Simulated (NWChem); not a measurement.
System: AlH₂O₂, doublet; SMILES [OH][Al][OH]

```xyz
5

Al     0.0000     0.0000    -0.5171
O     -1.5390     0.0000     0.2662
H     -1.6545     0.0000     1.2319
O      1.5390     0.0000     0.2662
H      1.6545     0.0000     1.2319
```
Atoms are numbered in this order, from 1.

In the optimisation the excess spin sits in a1 (C2v, its own frame). All runs use the structure optimised with PBE-D3(BJ)/def2-SVP, spin-unrestricted. This spin state was assumed; another may lie lower. No stability test was run on the SCF state.

Symmetry labels are those of C2v in the frame above (b1 and b2, or b-type labels, depend on it).

Task: List the 4 lowest vertical excitations from CAM-B3LYP/def2-SVP, spin-unrestricted, TDA (NWChem).

Result: 
```json
[
 {"state": "state 1", "energy (eV)": "4.21", "oscillator strength": "0.111", "symmetry of the excitation": "b2", "<S²>": "0.75"},
 {"state": "state 2", "energy (eV)": "4.60", "oscillator strength": "0.000", "symmetry of the excitation": "a2", "<S²>": "0.84"},
 {"state": "state 3", "energy (eV)": "4.88", "oscillator strength": "0.005", "symmetry of the excitation": "b1", "<S²>": "0.84"},
 {"state": "state 4", "energy (eV)": "5.27", "oscillator strength": "0.069", "symmetry of the excitation": "b2", "<S²>": "0.85"}
]
```
